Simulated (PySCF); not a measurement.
## Shapes and spin states of [PdH3]-

Level of theory: PySCF, PBE0, basis Pd def2-TZVPD with ECP28, H def2-TZVPD (scalar-relativistic core potentials, no spin–orbit coupling, density fitting).

Relaxations began from a few typed shapes and spin states; open shells are unrestricted. The search is not exhaustive: other isomers or separated fragments can lie lower, and high-lying points may rest on an excited occupation.

```csv
spin,group,bonds,angles,imaginary modes (cm⁻¹),ΔE (kJ/mol),ΔE with ZPE (kJ/mol)
singlet,C2v,"Pd–H 1.499 Å, Pd–H 1.662 Å (×2)","H–Pd–H 87.6° (×2), H–Pd–H 175.1°",none,0.0,0.0
triplet,C3v,Pd–H 1.638 Å (×3),H–Pd–H 111.3° (×3),none,107.5,104.2
triplet,D3h,Pd–H 1.647 Å (×3),H–Pd–H 120.0° (×3),471i,118.5,–
```

The lowest minimum found is the singlet C2v: Pd–H 1.499 Å, Pd–H 1.662 Å (×2); H–Pd–H 87.6° (×2), H–Pd–H 175.1°.

Formally Pd is in oxidation state +2, d8, with 0 unpaired electrons (the high-spin count would be 2). The polar-tensor charge on Pd, -0.01, is far below the formal one.

For the lowest minimum: stability towards spin polarisation was not tested. The lowest empty level of this anion is unbound, so it and the gap depend on the basis.
